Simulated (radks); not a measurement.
The bromine anion Br-, [Kr], held by a Watson sphere: a shell of charge +1 at radius R that stands for the Madelung well of a crystal (potential energy -1/R inside, -1/r outside, in hartree with lengths in bohr). All-electron calculation, scalar-relativistic Kohn-Sham, r2SCAN, spin-polarised, spherical densities, finite nucleus; meta-GGA in the generalised Kohn-Sham scheme; Fermi nuclear charge, rms radius of each element as measured or else 0.836 A^(1/3) + 0.57 fm. Program: a radial shooting solver on a logarithmic mesh with Libxc functionals.

| R (bohr) | e(3d) (eV) | e(4s) (eV) | e(4p) (eV) | <r> 4p (bohr) | sum of <r^2> (bohr^2) | X-ray form factor at sin(theta)/lambda = 0.3 1/angstrom |
|---|---|---|---|---|---|---|
| 3.91 | -65.084 | -18.600 | -6.480 | 2.250 | 50.76 | 23.806 |
| 4.09 | -64.902 | -18.390 | -6.271 | 2.257 | 51.07 | 23.807 |
| 4.11 | -64.882 | -18.368 | -6.249 | 2.258 | 51.11 | 23.807 |
| 4.45 | -64.551 | -18.001 | -5.880 | 2.269 | 51.61 | 23.809 |
| 4.54 | -64.466 | -17.909 | -5.788 | 2.272 | 51.72 | 23.810 |
| 4.76 | -64.266 | -17.694 | -5.571 | 2.277 | 51.98 | 23.810 |
| 4.97 | -64.083 | -17.501 | -5.376 | 2.281 | 52.19 | 23.811 |
| 5.05 | -64.016 | -17.430 | -5.304 | 2.283 | 52.26 | 23.811 |
